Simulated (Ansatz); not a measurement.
# Relaxing a trial structure of F6GaP

The starting geometry of this gas-phase triplet was optimised with GFN2-xTB as a singlet; its bonds are those of `F[P+](F)(F)[Ga-]([F])([F])[F]`.

```tsv
atom	x (Å)	y (Å)	z (Å)
F	1.2345	-1.7421	1.2527
F	0.5920	-1.7064	-0.9929
F	2.0738	-0.0910	-0.1729
F	-0.7128	2.1871	1.1618
F	-0.2525	1.0223	-1.5454
F	-2.5314	0.0480	0.1108
Ga	-1.0923	0.9877	-0.0142
P	0.6887	-0.7056	0.2002
```

Task: Where would you expect an optimisation with PBE0-D4/def2-SVP to take it?

Result: A bond breaks, giving a structure with F4 bridging P8 and Ga7, F5 bridging Ga7 and P8, given below by its coordinates. Distances that change by over a tenth: F4–Ga7 (1.72 → 1.96 Å), F4–P8 (3.36 → 1.91 Å), F5–Ga7 (1.75 → 1.96 Å), F5–P8 (2.63 → 1.91 Å). Contacts that open: Ga7–P8 (2.47 → 3.01 Å).

The energy falls by 4.09 eV over 33 steps:

| step | E − E(last) (eV) |
| --- | --- |
| 1 | 4.095 |
| 5 | 1.890 |
| 8 | 1.133 |
| 12 | 0.694 |
| 15 | 0.528 |
| 19 | 0.346 |
| 22 | 0.120 |
| 26 | 0.003 |
| 29 | 0.000 |
| 33 | 0.000 |

Final geometry (Å):

```
atom    x (Å)    y (Å)    z (Å)
   F   1.9448  -0.1061   1.2642
   F   0.5154  -1.7139   0.2762
   F   1.9767  -0.4808  -1.1195
   F  -0.5359   0.2472   1.1824
   F  -0.5039  -0.1295  -1.2149
   F  -2.2956   2.0505  -0.3528
  Ga  -2.0275   0.3390  -0.0805
   P   0.9260  -0.2064   0.0448
```

No frequencies were run, so the end isn't proven a minimum. Open shells are spin-unrestricted. The triplet needn't be the ground state. Run with Ansatz 0.2.0, 5.7 min on 2 threads of Arm Neoverse V1, on a shared host.
